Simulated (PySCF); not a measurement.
**Basis and Hamiltonian dependence of the ionisation energy of Cu⁺**

Cu⁺ [Ar] 3d10 (1S) → Cu²⁺ [Ar] 3d9 (2D). All values are computed (PySCF 2.14, energy differences of UHF-based or UKS calculations, no spin-orbit coupling). Values in eV.

| basis | Hamiltonian | functions | UHF | LDA | PBE0 | MP2 (valence) | CCSD(T) (valence) | CCSD(T) (valence and next inner shell) |
| --- | --- | --- | --- | --- | --- | --- | --- | --- |
| Sapporo-DKH3-DZP-2012 | spin-free X2C | 40 | 17.335 | n/a | 20.404 | 20.750 | n/a | n/a |
| jorge-DZP-DKH | spin-free X2C | 43 | 17.197 | n/a | n/a | 19.988 | n/a | n/a |
| pcseg-2 | non-relativistic | 56 | 17.301 | n/a | 20.402 | 20.832 | n/a | n/a |
| x2c-TZVPPall | spin-free X2C | 64 | 17.179 | 21.584 | 20.259 | 20.724 | 19.913 | 20.061 |
| def2-TZVPPD | non-relativistic | 67 | 17.370 | 21.732 | 20.417 | 20.879 | 20.083 | 20.232 |
| x2c-TZVPPall with one added diffuse shell each of s, p, d, f type | spin-free X2C | 80 | 17.176 | 21.581 | 20.256 | 20.812 | 20.015 | 20.170 |
| aug-cc-pVTZ-PP with ECP10MDF | ECP | 88 | 17.125 | 21.492 | 20.106 | 20.851 | 20.050 | n/a |
| x2c-QZVPPall | spin-free X2C | 108 | 17.136 | 21.558 | 20.229 | 20.852 | n/a | n/a |
| aug-cc-pVTZ-PP with one added diffuse shell each of s, p, d, f, g type with ECP10MDF | ECP | 113 | 17.125 | 21.491 | 20.106 | 20.868 | n/a | n/a |
| aug-cc-pwCVTZ-DK | spin-free X2C | 127 | 17.130 | 21.558 | 20.228 | 20.877 | n/a | n/a |
| aug-cc-pVQZ-PP with ECP10MDF | ECP | 135 | 17.119 | 21.476 | 20.095 | 20.944 | n/a | n/a |
| aug-cc-pwCVTZ-DK with one added diffuse shell each of s, p, d, f, g type | spin-free X2C | 152 | 17.130 | 21.557 | 20.227 | 20.895 | n/a | n/a |
| aug-cc-pwCVQZ-PP with ECP10MDF | ECP | 180 | 17.116 | n/a | n/a | n/a | n/a | n/a |
| aug-cc-pV5Z-PP with ECP10MDF | ECP | 197 | 17.115 | n/a | n/a | 20.975 | 20.151 | n/a |

Extrapolation of MP2 (valence) from aug-cc-pVQZ-PP with ECP10MDF and aug-cc-pV5Z-PP with ECP10MDF: the correlation parts are 3.824 and 3.860 eV; with the X⁻³ form and unrounded values, (5³ × 3.860 − 4³ × 3.824)/(5³ − 4³) = 3.898 eV, and adding the Hartree-Fock value 17.115 eV of the larger basis gives 21.013 eV.

Frozen in the all-electron rows: valence: [Ar]; valence and next inner shell: [Ne]; with a core potential, the same shells as far as they lie outside it.

Non-relativistic rows lack the scalar-relativistic shift.

Between the lowest levels the reference is 20.292 eV (measured; NIST Atomic Spectra Database, ionization energies); it includes spin-orbit coupling, which these numbers lack.
